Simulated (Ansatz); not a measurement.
Frontier orbitals of CH₅BO₃ (`COB(O)O`).

Z-matrix (Å, degrees):
```
C
O 1 1.413
H 1 1.090 2 107.6
H 1 1.093 2 111.2 3 119.5
H 1 1.093 2 111.2 3 -119.5
B 2 1.361 1 120.2 3 -180.0
O 6 1.366 2 120.6 1 0.0
O 6 1.368 2 119.6 1 -180.0
H 7 0.960 6 111.8 2 180.0
H 8 0.960 6 111.8 2 0.0
```

Total charge 0; spin multiplicity 1. The structure was optimised at the PBE0-D4/def2-TZVP level. It is one conformer, not always the lowest. Basis def2-TZVPP, Ansatz 0.2.0.

Orbital energies of one run (eV). Highest occupied ones, from the top: -7.76, -8.57, -8.64, -9.83, -10.02, -10.28, -11.74, -12.21, -13.48, -14.56, -15.18, -18.73, -27.50, -27.67. Empty: 0.86, 2.08, 2.14, 2.37, 3.05, 3.58.

**Question.** Which functional gave them?
A. B97M-V
B. r2SCANh
C. ωB97X-V
D. r2SCAN

**Answer.** B. HOMO energies: r2SCANh -7.76, B97M-V -7.26, ωB97X-V -10.93, r2SCAN -7.15 eV.
